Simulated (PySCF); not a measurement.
## SMILES c1cccc(C(=O)O)c1S, C$_{7}$H$_{6}$O$_{2}$S

Molfile (atoms numbered from 1):
```
C7H6O2S
     RDKit          3D

 16 16  0  0  0  0  0  0  0  0999 V2000
    2.5555   -0.7274   -1.1673 O   0  0  0  0  0  0  0  0  0  0  0  0
    1.9682   -0.0288   -0.3797 C   0  0  0  0  0  0  0  0  0  0  0  0
    2.6437    0.8592    0.3750 O   0  0  0  0  0  0  0  0  0  0  0  0
    0.4970   -0.0805   -0.1622 C   0  0  0  0  0  0  0  0  0  0  0  0
   -0.1431   -1.0757   -0.9249 C   0  0  0  0  0  0  0  0  0  0  0  0
   -1.5093   -1.2844   -0.8685 C   0  0  0  0  0  0  0  0  0  0  0  0
   -2.2792   -0.4774   -0.0280 C   0  0  0  0  0  0  0  0  0  0  0  0
   -1.6760    0.5112    0.7322 C   0  0  0  0  0  0  0  0  0  0  0  0
   -0.2872    0.7361    0.6889 C   0  0  0  0  0  0  0  0  0  0  0  0
    0.2277    2.0521    1.7398 S   0  0  0  0  0  0  0  0  0  0  0  0
    3.5747    0.7706    0.1167 H   0  0  0  0  0  0  0  0  0  0  0  0
    0.4927   -1.6827   -1.5716 H   0  0  0  0  0  0  0  0  0  0  0  0
   -1.9735   -2.0663   -1.4723 H   0  0  0  0  0  0  0  0  0  0  0  0
   -3.3608   -0.6185    0.0370 H   0  0  0  0  0  0  0  0  0  0  0  0
   -2.2858    1.1388    1.3870 H   0  0  0  0  0  0  0  0  0  0  0  0
    1.5479    1.9816    1.4882 H   0  0  0  0  0  0  0  0  0  0  0  0
  1  2  2  0
  2  3  1  0
  2  4  1  0
  4  5  2  0
  5  6  1  0
  6  7  2  0
  7  8  1  0
  8  9  2  0
  9 10  1  0
  9  4  1  0
  3 11  1  0
  5 12  1  0
  6 13  1  0
  7 14  1  0
  8 15  1  0
 10 16  1  0
M  END
```

Theory: PySCF 2.14.0, TDDFT CAM-B3LYP/aug-cc-pVDZ excited states, vertical, gas phase. Geometry: PBE0-D3(BJ)/def2-SVP.

Task: How strongly do the lowest singlets absorb one photon, and two photons of half the energy?

Result: δ for parallel linear polarisation; σ at the peak of a Lorentzian of half width 0.1 eV, single beam; Ω is circular over linear.
```
state  E (eV)      f  photon λ (nm)  δ (au)  σ (GM)     Ω                                   main
   S1    4.33  0.101            573     164    1.12  0.82                         HOMO→LUMO 0.92
   S2    5.18  0.070            479     117    1.15  0.74     HOMO→LUMO+2 0.59, HOMO−1→LUMO 0.34
   S3    5.30  0.002            468    2.04    0.02  0.77  HOMO−2→LUMO 0.84, HOMO−2→LUMO+11 0.09
   S4    5.61  0.004            442    1.31    0.01  1.37     HOMO→LUMO+1 0.39, HOMO→LUMO+9 0.16
   S5    5.78  0.476            429      27    0.33  0.76     HOMO−1→LUMO 0.59, HOMO→LUMO+2 0.34
   S6    5.82  0.022            426     113    1.40  1.50     HOMO→LUMO+1 0.37, HOMO→LUMO+5 0.25
```

Among these, the strongest one-photon state is S5, the strongest two-photon state S6, with a dipole change of 9.1 D (relaxed, norm of the difference vector).
